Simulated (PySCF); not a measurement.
Species: CH9Ge2O2P.
InChI=1S/CH9Ge2O2P/c1-4-2-5-3-6/h2-3,6H2,1H3

A linear-response calculation (PySCF, def2-SVPD basis, gas phase, vertical, core orbitals frozen in the response) gave these numbers; the functional is withheld.

Orbital energies (eV): HOMO-3 -8.37, HOMO-2 -8.24, HOMO-1 -7.82, HOMO -7.26, LUMO -0.45, LUMO+1 -0.39, LUMO+2 0.12.

```csv
state,E (eV),f,"main configurations (H = HOMO, L = LUMO)"
S1,5.87,0.0033,"H→L (65%), H→L+1 (29%)"
S2,6.17,0.063,"H→L+1 (65%), H→L (22%)"
S3,6.47,0.013,"H→L+3 (51%), H-1→L (24%), H→L+2 (14%)"
S4,6.54,0.0026,"H-1→L (56%), H→L+3 (33%)"
S5,6.56,0.140,"H→L+2 (61%), H-1→L+1 (15%), H→L+3 (10%)"
S6,6.63,0.029,"H-1→L+1 (71%), H-1→L (12%)"
```

Triplets (Tamm–Dancoff): T1 5.19 eV, H→L (50%), H→L+1 (37%); T2 5.53 eV, H→L+1 (33%), H→L (30%), H→L+3 (15%); T3 5.85 eV, H→L+3 (38%), H→L+1 (16%), H→L+2 (13%); T4 6.19 eV, H→L+2 (54%), H→L+3 (26%).

Vertical ionisation energy by ΔSCF with the same functional: 9.24 eV. Mean static polarisability: 107.5 au.

**Question.** Which of these was used?
A. PBE
B. B3LYP
C. HF
D. wB97X-D

**Answer.** B. B3LYP is a global hybrid with 20% exact exchange. In this run −ε(HOMO) = 7.26 eV differs from the ΔSCF value by -1.98 eV, and S1 differs from the orbital gap of 6.81 eV by -0.94 eV. The ratio −ε(HOMO)/IP is 0.79. Small neutral molecules mostly give 0.67 to 0.83 with B3LYP, 0.5 to 0.7 with PBE, 0.89 to 0.99 with wB97X-D; Hartree–Fock can't fall below 1, since the ion's relaxation only lowers the ΔSCF value.

Theory: TDDFT B3LYP/def2-SVPD, vertical, gas phase, core orbitals frozen in the response in PySCF. One conformer (not necessarily the lowest) at the PBE0-D3(BJ)/def2-SVP geometry, without solvent, vibrations or thermal averaging. The B3LYP/def2-SVPD calculation is non-relativistic and has no spin–orbit coupling, an omission that weighs most on germanium.

Conformer computed: `[CH3:1][O:2][GeH2:3][O:4][GeH2:5][PH2:6]`: C1–O2–Ge3–O4 70°, O2–Ge3–O4–Ge5 41°, Ge3–O4–Ge5–P6 35°, H–P6–Ge5–O4 -174°, H–P6–Ge5–O4 -80°.
